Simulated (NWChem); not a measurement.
System meant: MoS₂Cl₂; SMILES [S]=[Mo]([Cl])(=[S])[Cl]

Here is an NWChem input.

```
start job
memory heap 200 mb stack 900 mb global 1100 mb
geometry units angstroms noautoz
  Mo     0.000000     0.000000     0.031125
  S      0.000000     1.686615     1.264528
  S      0.000000    -1.686615     1.264528
  Cl     1.875342     0.000000    -1.204561
  Cl    -1.875342     0.000000    -1.204561
end
basis spherical
  * library def2-svp
end
ecp
  Mo library def2-ecp
end
dft
  odft
  mult 2
  xc pbe0
  iterations 150
  mulliken
end
task dft energy
```

End of the output:

```
 Summary of "ao basis" -> "" (spherical)
 ------------------------------------------------------------------------------
       Tag                 Description            Shells   Functions and Types
 ---------------- ------------------------------  ------  ---------------------
 *                          def2-svp                  on all atoms

                                 NWChem DFT Module
                                 -----------------

 Summary of "ao basis" -> "ao basis" (spherical)
 ------------------------------------------------------------------------------
       Tag                 Description            Shells   Functions and Types
 ---------------- ------------------------------  ------  ---------------------
 Mo                         def2-svp                11       31   5s3p2d1f
 S                          def2-svp                 8       18   4s3p1d
 Cl                         def2-svp                 8       18   4s3p1d

 Summary of "ao basis" -> "ao basis" (spherical)
 ------------------------------------------------------------------------------
       Tag                 Description            Shells   Functions and Types
 ---------------- ------------------------------  ------  ---------------------
 Mo                         def2-svp                11       31   5s3p2d1f
 S                          def2-svp                 8       18   4s3p1d
 Cl                         def2-svp                 8       18   4s3p1d

      Symmetry analysis of basis
      --------------------------

        a1         40
        a2         13
        b1         25
        b2         25

  number of electrons :                   80
  multiplicity        :                    2
 ------------------------------------------------------------------------
  no. of electrons and multiplicity not compatible                  80
 ------------------------------------------------------------------------
 ------------------------------------------------------------------------
  current input line :
    23: task dft energy
 ------------------------------------------------------------------------
 ------------------------------------------------------------------------
 There is an error in the input file
 ------------------------------------------------------------------------
 For more information see the NWChem manual at https://nwchemgit.github.io

0: no. of electrons and multiplicity not compatible:Received an Error in Communication
```

Find the fault in this run and fix the input.

The input was rejected before any calculation. Cause: the multiplicity doesn't fit the number of electrons (an even count wants an odd multiplicity, and the reverse). This input runs:
```
start job
memory heap 200 mb stack 900 mb global 1100 mb
geometry units angstroms noautoz
  Mo     0.000000     0.000000     0.031125
  S      0.000000     1.686615     1.264528
  S      0.000000    -1.686615     1.264528
  Cl     1.875342     0.000000    -1.204561
  Cl    -1.875342     0.000000    -1.204561
end
basis spherical
  Mo library def2-svp
  S library def2-svp
  Cl library def2-svp
end
ecp
  Mo library def2-ecp
end
dft
  xc pbe0
  iterations 150
  mulliken
end
task dft energy
```
It converges to -1784.04145 Ha (PBE0/def2-SVP with def2 effective core potentials on Mo).
